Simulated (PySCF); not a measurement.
Choosing a molecule for a target property.

Each SMILES stands for a single optimised conformer of the isolated species, non-relativistic unless stated. Electronic properties by PySCF.

The conformers computed, where there is a choice (atom-mapped SMILES and torsion angles):
- `[CH3:1][N:2]([SiH3:3])[CH2:4][C:5]#[C:6][C:7](=[O:8])[OH:9]`: C1–N2–C4–C5 -69°, H–O9–C7–C6 180°
- `[CH3:1][O:2][CH2:3][C@:4]([SiH3:5])([C:6]#[N:7])[CH:8]=[O:9]`: C1–O2–C3–C4 -171°, O2–C3–C4–Si5 21°, C3–C4–C8–O9 165°
- `[CH3:1][O:2][SiH2:3]/[CH:4]=[C:5](\[C:6]#[N:7])[O:8][CH3:9]`: C1–O2–Si3–C4 -170°, O2–Si3–C4–C5 55°, C4–C5–O8–C9 1°
- `[CH3:1][CH2:2][O:3][C@:4]([SiH3:5])([C:6]#[N:7])[CH:8]=[O:9]`: C1–C2–O3–C4 -67°, C2–O3–C4–Si5 -162°, O3–C4–C8–O9 -16°
- `[CH:1]#[C:2][C@H:3]([CH3:4])[NH:5][C:6](=[O:7])[SiH2:8][OH:9]`: C2–C3–N5–C6 -122°, C3–N5–C6–O7 0°, N5–C6–Si8–O9 180°, H–O9–Si8–C6 0°
- `[CH2:1]=[C:2]([O:3][CH3:4])[SiH2:5]/[N:6]=[CH:7]/[CH:8]=[O:9]`: C1–C2–O3–C4 -2°, C1–C2–Si5–N6 111°, C2–Si5–N6–C7 99°, N6–C7–C8–O9 -179°
- `[CH:1]#[C:2][C:3](=[O:4])[O:5][Si@@H:6]([CH3:7])[CH2:8][C:9]#[N:10]`: C2–C3–O5–Si6 -177°, C3–O5–Si6–C7 -179°, O5–Si6–C8–C9 -168°

(1) Wanted: smallest rotational constant above 0.8 GHz (GFN2-xTB) and dipole moment below 5 D (PBE0/pcSseg-1), at GFN2-xTB geometries. Which candidate meets both?
A. `CCO[C@]([SiH3])(C#N)C=O`
B. `O([SiH2]/C=C(\C#N)OC)C`
C. `COC[C@]([SiH3])(C#N)C=O`
D. `CN([SiH3])CC#CC(=O)O`

(2) Wanted: HOMO–LUMO gap below 5 eV (PBE0/pcSseg-1) and HOMO energy above -7.7 eV (PBE0/pcSseg-1), at GFN2-xTB geometries. Which candidate meets both?
A. `COC[C@]([SiH3])(C#N)C=O`
B. `C=C(OC)[SiH2]/N=C/C=O`
C. `C#CC(=O)O[Si@@H](C)CC#N`
D. `CN([SiH3])CC#CC(=O)O`
E. `C#C[C@H](C)NC(=O)[SiH2]O`
F. `CO[SiH2]/C=C(\C#N)OC`

Results:

(1) A. Computed values:
```
                species  smallest rotational constant  dipole moment
   CN([SiH3])CC#CC(=O)O                     0.545 GHz         2.26 D
 O([SiH2]/C=C(\C#N)OC)C                     0.664 GHz         4.07 D
COC[C@]([SiH3])(C#N)C=O                     0.907 GHz         6.81 D
CCO[C@]([SiH3])(C#N)C=O                     1.004 GHz         1.83 D
```

(2) B. Computed values:
| species | HOMO–LUMO gap | HOMO energy |
| --- | --- | --- |
| C=C(OC)[SiH2]/N=C/C=O | 4.54 eV | -7.05 eV |
| CN([SiH3])CC#CC(=O)O | 5.70 eV | -6.89 eV |
| CO[SiH2]/C=C(\C#N)OC | 6.09 eV | -7.50 eV |
| COC[C@]([SiH3])(C#N)C=O | 6.58 eV | -7.97 eV |
| C#CC(=O)O[Si@@H](C)CC#N | 6.83 eV | -8.70 eV |
| C#C[C@H](C)NC(=O)[SiH2]O | 7.07 eV | -7.26 eV |
